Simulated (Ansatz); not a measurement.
`C#C[SiH](O)F` + H₂ → `C#C` + `O[SiH2]F` at 500 K and 1 bar (hydrogenolysis of a C–Si bond).

Isolated molecules relaxed with PBE0-D4/def2-TZVP in Ansatz; ΔE leaves out vibrations. CCSD(T)/CBS adds triple-zeta CCSD(T) − MP2 to the extrapolated MP2 energy (def2 sets, frozen cores). This one scheme is used for every species. One conformer a species, not always the lowest.

```
       species  CCSD(T)/CBS energy (Eh)  H − E (kJ/mol)  S (J/(mol·K))
`C#C[SiH](O)F`               -542.02392           161.4          384.6
            H₂                 -1.17544            41.0          145.5
         `C#C`                -77.22717            90.7          225.3
    `O[SiH2]F`               -465.96250           118.8          315.1
```

H − E and S are ideal-gas, rigid-rotor, harmonic terms from PBE0-D4/def2-TZVP, for one conformer and one mirror image of each species. The MP2-based limit puts H₂ 0.8 mEh under its directly extrapolated value; such offsets cancel only in part. 1 Eh = 2625.50 kJ/mol, R = 8.31446 J/(mol·K).

By hand: ΔE, ΔH, ΔS and ΔG.

ΔE = (-77.22717) + (-465.96250) − (-542.02392) − (-1.17544) = 0.00969 Eh = 25.4 kJ/mol. Δ(H − E) = 90.7 + 118.8 − 161.4 − 41.0 = 7.1, so ΔH = 32.5 kJ/mol. ΔS = 225.3 + 315.1 − 384.6 − 145.5 = 10.3 J/(mol·K). ΔG = 32.5 − 500 × (10.3)/1000 = 27.4 kJ/mol.

By hand: the equilibrium constant, and the temperature at which ΔG would vanish if ΔH and ΔS stayed fixed.

log₁₀ K = −ΔG/(RT ln 10) = -2.9. ΔG = 0 at ΔH/ΔS = 3155 K, far beyond where these terms or the molecules hold.

The number of gas molecules stays the same, so ΔS is small and ΔH decides. A doubt of 5 kJ/mol in ΔE shifts log₁₀ K by 0.5 here. Other conformers and mirror images would add mixing entropy, several J/(mol·K) or more a flexible species. These are equilibria of isolated gas molecules and say nothing of rates. Largest T1 diagnostic: 0.013 (customary marks: 0.02 for closed shells, 0.045 for open ones).
